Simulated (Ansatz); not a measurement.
Isolated molecules relaxed with PBE0-D4/def2-TZVP in Ansatz; ΔE leaves out vibrations. CCSD(T)/CBS adds triple-zeta CCSD(T) − MP2 to the extrapolated MP2 energy (def2 sets, frozen cores). Functionals use def2-TZVPP. B3LYP here is the variant with VWN-RPA as its local correlation; programs differ in this. For Ge outer-core shells are correlated without core-valence functions, which leaves a few kJ/mol of doubt a bond. Scalar relativity is left out up to krypton. One conformer a species, not always the lowest.

`[SiH3][GeH2][CH2]S` + `SS[SiH2]Cl` → `[SiH3][GeH2][Cl]` + `SC[SiH2]SS`  (redistribution)

```json
{"level": "B3LYP", "ΔE (kcal/mol)": "2.6"}
{"level": "SCS-MP2/def2-TZVPP", "ΔE (kcal/mol)": "4.5"}
{"level": "HF/CBS(def2)", "ΔE (kcal/mol)": "0.3"}
{"level": "CCSD/CBS(def2)", "ΔE (kcal/mol)": "4.8"}
```

(1) What does CCSD(T)/CBS give? (Estimate.)

Largest T1 diagnostic among the species: 0.011.

Results:

(1) Ansatz gave: +5.3 kcal/mol. The listed levels differ from it by -2.7, -0.8, -5.0, -0.5 kcal/mol.

In def2-TZVPP, CCSD(T) changes the Hartree–Fock value by +4.0 kcal/mol (the triples alone add +0.5 kcal/mol) and MP2 by +5.0 kcal/mol. The D4 term adds +1.3 kcal/mol with B3LYP and +0.7 kcal/mol with PBE0; it sums over pairs of atoms, weighted by their polarisabilities, and B3LYP, whose exchange is more repulsive, gets the larger term.
